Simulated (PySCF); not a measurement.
Compound: C₇H₁₀O₂.
Z-matrix (Å and degrees, PBE0-D3(BJ)/def2-SVP geometry), rows numbered from 1:
```
C 
C   1  1.3289
O   2  1.3691  1  120.30
C   3  1.3558  2  118.63  1   179.61
O   4  1.1986  3  123.48  2     0.21
C   4  1.5081  3  109.59  2  -179.55
C   6  1.5034  4  114.47  3  -174.47
C   7  1.3367  6  120.45  4   113.81
C   7  1.4981  6  116.56  4   -67.02
H   1  1.0903  2  119.77  3   179.99
H   1  1.0920  2  121.27  3     0.03
H   2  1.0926  1  125.24  3  -179.95
H   6  1.1056  4  106.34  3    62.63
H   6  1.1008  4  107.31  3   -49.95
H   8  1.0937  7  121.47  6    -0.84
H   8  1.0934  7  121.29  6   179.35
H   9  1.1035  7  110.76  6   -58.03
H   9  1.1009  7  110.23  6    60.51
H   9  1.0985  7  111.55  6  -178.71
```

Linear response at PBE0/def2-SVPD (PySCF, frozen core in the response, non-relativistic). One conformer (not necessarily the lowest) at the PBE0-D3(BJ)/def2-SVP geometry, without solvent, vibrations or thermal averaging.

Static isotropic polarisability: 95.67 au (14.18 Å³), principal values 72.8, 85.4, 128.8 au.

**Question.** What is the polarisability at 1064 nm and at the sodium D line?

**Answer.** 96.69 au at 1064 nm (+1.1 %), 99.15 au at 589.3 nm (+3.6 %). The rise at 589.3 nm is 3.42 times that at 1064 nm; a pure ω² law gives 3.26. The lowest singlet lies at 223 nm, shorter than both wavelengths.

**Question.** What is the isotropic C6 coefficient between two such molecules, C6 = (3/π)∫α(iω)² dω?

**Answer.** 3647 au (Eh·bohr⁶) by a ten-point quadrature over imaginary frequencies, which is 2180 eV·Å⁶ or 210 J·nm⁶/mol.

**Question.** Which effective excitation energy ω̄ makes London's formula C6 = (3/4)α²ω̄ exact here?

**Answer.** ω̄ = 4·C6/(3α²) = 0.531 Eh = 14.5 eV. A one-pole form α(ω) = α/(1 − ω²/ω̄²) fitted to the 1064 nm value gives 11.4 eV.

**Question.** What does −C6/R⁶ come to at R = 12 Å between centres?

**Answer.** -70 J/mol. This is the leading, orientation-averaged term; C8 and higher terms are left out.

**Question.** What n − 1 at the D line would an ideal gas of it have at 273.15 K and 1 atm (2.6868 × 10¹⁹ cm⁻³), by n − 1 = 2π·N·α′?

**Answer.** 24.80 × 10⁻⁴, a formal value whether or not that pressure can be reached.

**Question.** What three-body coefficient follows from the one-pole estimate C9 = (3/4)·α·C6?

**Answer.** 262000 au. This is an estimate from the two numbers above, not a computed integral.

**Question.** The lowest 6 singlets have (eV, f): 5.56, 0.005; 6.07, 0.087; 6.19, 0.287; 6.77, 0.055; 6.86, 0.001; 7.03, 0.058. What share of the static polarisability do they carry in the sum over states α = Σ f/ω²?

**Answer.** 9.19 au, 9.6 % of α; the largest term, 5.55 au, is that of the state at 6.19 eV. Their oscillator strengths add up to 0.49. Higher states carry the rest.

Cost: about 1.8 min of CPU time on one thread; the machine was shared, so the figure is rough. This is the whole response run at PBE0/def2-SVPD, SCF included.
